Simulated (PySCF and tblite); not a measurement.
The numbers below are computed, except where a source is named.
# Rearrangement: stationary points, barriers and rates

System: C₇H₆ClF, numbered as in [F:1][C:2]1=[C:3]([Cl:4])[CH2:5][CH:6]=[CH:7][CH:8]=[CH:9]1.

Motion: shift of H on C5 from C5 to C8. Level: revPBE/pcSseg-1 + D3(BJ), IEF-PCM tetrahydrofuran on PBE0-D3(BJ)/def2-SVP stationary points, with GFN2-xTB thermal terms. Rate constants are transition-state-theory values, counting equivalent paths, without tunnelling. (PySCF 2.14 with density fitting, tblite 0.8.)

| point | symmetry | E(GFN2) kcal/mol | E(DFT) kcal/mol | ZPE change kcal/mol | lowest mode cm⁻¹ | dipole D |
| --- | --- | --- | --- | --- | --- | --- |
| start | C1 | 0.0 | 0.0 | 0.00 | 102 | 3.01 |
| saddle | C1 | 30.8 | 35.0 | -3.11 | 1434i | 2.49 |
| end | C1 | 0.6 | 1.6 | -0.06 | 97 | 3.46 |

* Electronic barrier: 35.0 kcal/mol
* Barrier with zero-point energy: 31.9 kcal/mol
* ΔH‡ (298 K): 31.5 kcal/mol
* ΔS‡ (298 K, symmetry apart): -2.7 cal/(mol K)
* Paths: 1 equivalent path
* End point: a different minimum
* Mean lifetime of the start against this motion at 298 K: 2300 years
* Cost: 10 min on 1 thread of Arm Neoverse N1, shared host (rough), peak memory 0.79 GiB, launched as `OMP_NUM_THREADS=1 python ens_run.py task.json out`

| T/K | ΔG‡ kcal/mol | k s⁻¹ | ΔG kcal/mol | k back s⁻¹ |
| --- | --- | --- | --- | --- |
| 400 | 32.5 | 1.4×10⁻⁵ | 1.6 | 0.0001 |

ΔG and ΔG‡ leave out symmetry numbers and mirror images; rates count paths: 1 out, 1 back.

Tunnelling of the moving H, left out here, will speed the real process.
